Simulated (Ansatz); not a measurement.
Ansatz (a first-principles code) input:

Ansatz 0.2 input:
```yaml
crystal:
  periodic: [false, false, false]
  atoms:
    - {symbol: F, position_ang: [-1.95477787, 0.89537112, -0.04305577]}
    - {symbol: C, position_ang: [-1.45726719, -0.39229940, 0.25125928]}
    - {symbol: Br, position_ang: [0.79584681, -0.13801279, -0.01053057]}
    - {symbol: H, position_ang: [-1.51803441, -0.87409582, -0.75148368]}
basis:
  gaussian:
    orbitals: def2-TZVP
hamiltonian:
  xc: b3lyp
  dispersion: d3bj
total_charge: -1
phonons: {temperatures: {t_min: 298.15, t_max: 298.15, t_step: 100}}
```

Question: Predict the final energy.

Answer: -2712.77227 Eh (B3LYP-D3(BJ)/def2-TZVP). The basis has 116 functions. The run takes very roughly 40 core-seconds.

It need not be the lowest isomer of its formula. Whether it binds its extra electron was not tested at this geometry.
